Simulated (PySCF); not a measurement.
## Polarisability and C₆ of Ag²⁺ (silver, charge +2)

[Kr] 4d9, 2D determinant. All numbers are calculated (PySCF 2.14, a scalar-relativistic core potential, in aug-cc-pVTZ-PP with one added diffuse shell each of s, p, d, f, g type with ECP28MDF (7s7p6d4f3g, 113 functions)). Coupled (time-dependent) response in atomic units; α is the mean over directions.

| method | mean α (bohr³) | α xx, yy, zz | C₆ (like pair) | S(−4) |
| --- | --- | --- | --- | --- |
| revPBE | 6.328 | 6.190, 6.190, 6.605 | 32.75 | 9.603 |

S(−4) is the Cauchy moment in α(ω) = α(0) + S(−4) ω² + …

Spin-orbit coupling is absent.

α(iu) at revPBE:

```tsv
u (hartree)	α(iu) (bohr³)
0	6.328
0.0500	6.304
0.100	6.235
0.200	5.982
0.300	5.630
0.500	4.854
0.750	3.996
1.00	3.318
1.50	2.366
2.00	1.754
3.00	1.053
5.00	0.4828
```

A single London oscillator, α(iu) = α/(1 + u²/ω²), gives C₆ = (3/4) ω α². Matching the computed C₆ needs ω = 4 × 32.75 / (3 × 6.328²) = 1.09 hartree.

For an ion, C₆ is the dispersion term alone; charge-induced terms of lower order in 1/R come first.

The components differ because the open shell of this determinant is not spherical; for a pure term their mean is the scalar polarisability.

Energies and moments cover only the electrons outside the core potential.
